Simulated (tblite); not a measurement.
Compound: C6H7F2N.
Geometry (GFN2-xTB, Å), atoms numbered from 1 in this order:
```xyz
16
C6H7F2N angstrom
C     -1.300   -1.510    0.534
C     -0.323   -0.486    0.055
C     -0.834    0.519   -0.953
C     -0.977    1.808   -0.319
N     -1.076    2.815    0.210
C      0.929   -0.411    0.499
F      1.373   -1.297    1.425
C      1.987    0.572    0.090
F      2.163    0.567   -1.276
H     -2.164   -1.015    0.978
H     -1.650   -2.114   -0.303
H     -0.849   -2.162    1.275
H     -0.144    0.626   -1.795
H     -1.808    0.206   -1.336
H      1.719    1.598    0.367
H      2.945    0.293    0.539
```

Computed with GFN2-xTB (tblite): harmonic, unscaled wavenumbers at the GFN2-xTB geometry, gas phase. This tight-binding method is rough: wavenumbers can miss measured ones by several per cent, in bad cases by 10 to 20. One conformer, not necessarily the lowest.

Harmonic wavenumbers (cm⁻¹): 31.6, 83.4, 99.0, 140.7, 152.7, 202.6, 275.1, 323.6, 370.5, 386.1, 409.2, 442.3, 573.4, 610.0, 755.0, 894.7, 934.9, 964.9, 1009.0, 1021.4, 1036.4, 1077.5, 1149.0, 1164.4, 1212.4, 1231.8, 1275.0, 1316.8, 1403.1, 1418.7, 1420.3, 1468.3, 1472.3, 1733.5, 2412.2, 2932.5, 2969.4, 2978.1, 2982.7, 3001.7, 3014.3, 3065.2.

A = 1781, B = 1400, C = 981.2 MHz; mass 131.055 u (most abundant isotopes); point group C1, symmetry number 1.

Q: Zero-point energy?

A: ½Σν̃ = 25708 cm⁻¹ = 73.50 kcal/mol.

Q: Entropy at 273.15 K, 1 bar (ideal gas, RRHO, classical rotation)?

A: Translation 40.12, rotation 29.00, vibration 27.08: S = 96.2 cal/(mol K).

Q: And Cp and H(273.15 K) − H(0)?

A: Cp = 33.91 cal/(mol K), of which vibrations give 25.96 (their classical limit is 42 R = 83.5); H(273.15 K) − H(0) = 5.97 kcal/mol without the zero-point energy, 3.80 from vibrations.

Q: What must be added to the electronic energy to get the Gibbs energy at 273.15 K and 1 bar?

A: ZPE + [H(273.15 K) − H(0)] − T·S = 73.50 + 5.97 − 26.28 = 53.19 kcal/mol.

Q: How do the functions run with temperature in this model?

A: 
| T (K) | S (cal/(mol K)) | Cp (cal/(mol K)) | H − H(0) (kcal/mol) | G − H(0) (kcal/mol) | ln q(vib) |
| --- | --- | --- | --- | --- | --- |
| 150 | 79.2 | 23.8 | 2.41 | -9.46 | 3.36 |
| 250 | 93.3 | 32.0 | 5.21 | -18.11 | 6.02 |
| 298.15 | 99.3 | 35.9 | 6.85 | -22.75 | 7.26 |
| 400 | 110.9 | 43.8 | 10.91 | -33.46 | 9.79 |
| 600 | 131.2 | 56.1 | 20.98 | -57.72 | 14.48 |
| 900 | 156.4 | 67.9 | 39.73 | -100.99 | 20.91 |

q(vib) and H(0) count from the zero-point level.

Hindered rotation and anharmonicity are outside this model. Other conformers, if any are populated, would add a mixing term that is left out. The structure is chiral; the term R ln 2 for an equal mix with its mirror image is left out.

Run on Arm Neoverse N1, one thread, no GPU, shared host. This covers the Hessian and the dipole derivatives.
